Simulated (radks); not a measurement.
Results of a calculation; reference values are marked as such.
In+, configuration [Kr] 4d10 5s2. Level of theory: Dirac Kohn-Sham, LDA (Slater exchange, Perdew-Wang correlation), spin-unpolarised, spherical densities, finite nucleus; Fermi nuclear charge, rms radius 4.6156 fm (a radial shooting solver on a logarithmic mesh with Libxc functionals). Some entries of the table are withheld. Estimate them.

| orbital | occ. | eigenvalue (eV) | <1/r> (bohr^-1) | <r^2> (bohr^2) |
|---|---|---|---|---|
| 1s1/2 | 2 | -27709.55 | 51.81 | 0.001197 |
| 2s1/2 | 2 | -4155.154 | 11.99 | 0.01945 |
| 2p1/2 | 2 | -3877.791 | 11.98 | 0.01447 |
| 2p3/2 | 4 | -3667.224 | 11.19 | 0.01578 |
| 3s1/2 | 2 | -794.1090 | 4.220 | 0.1394 |
| 3p1/2 | 2 | -681.9827 | 4.132 | 0.1343 |
| 3p3/2 | 4 | -643.9529 | 3.938 | 0.1430 |
| 3d3/2 | 4 | -444.7966 | (1) | (2) |
| 3d5/2 | 6 | -436.9960 | (3) | (4) |
| 4s1/2 | 2 | -126.9411 | (5) | 0.8145 |
| 4p1/2 | 2 | -90.2249 | 1.529 | (6) |
| 4p3/2 | 4 | -83.4952 | 1.465 | (7) |
| 4d3/2 | 4 | -26.7741 | 1.150 | 1.644 |
| 4d5/2 | 6 | -25.9049 | 1.133 | 1.693 |
| 5s1/2 | 2 | -15.2995 | 0.5215 | 6.897 |

Answer. 
(1) 3d3/2 <1/r> (bohr^-1): 3.783
(2) 3d3/2 <r^2> (bohr^2): 0.1237
(3) 3d5/2 <1/r> (bohr^-1): 3.733
(4) 3d5/2 <r^2> (bohr^2): 0.1263
(5) 4s1/2 <1/r> (bohr^-1): 1.648
(6) 4p1/2 <r^2> (bohr^2): 0.9292
(7) 4p3/2 <r^2> (bohr^2): 0.9946
